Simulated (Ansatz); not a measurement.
A structure relaxed at PBE-D4/def2-SVP in Ansatz, charge 0, doublet:

Cartesian coordinates in Å:
```
B 0.729 1.030 0.090
B 0.258 -1.338 -0.622
B -0.768 -1.104 1.185
B 0.223 0.084 -1.409
B 0.847 -0.375 0.837
B 0.434 -2.008 0.796
B 0.190 1.670 -1.379
B -0.987 0.442 0.807
B -0.926 1.598 -0.304
```

(1) Give its formula.

(2) Summarise the bond lengths by kind (pairs closer than 1.2 times the sum of covalent radii, bridged metal pairs left out).

Answers

(1) B9.

(2) 16 × B–B 1.55 to 2.01 Å.

The relaxation made no stability test and no search for a lower SCF solution. Another isomer (doublet) lies 0.63 eV lower at PBE0-D4/def2-TZVP; other spin states weren't run for this one.
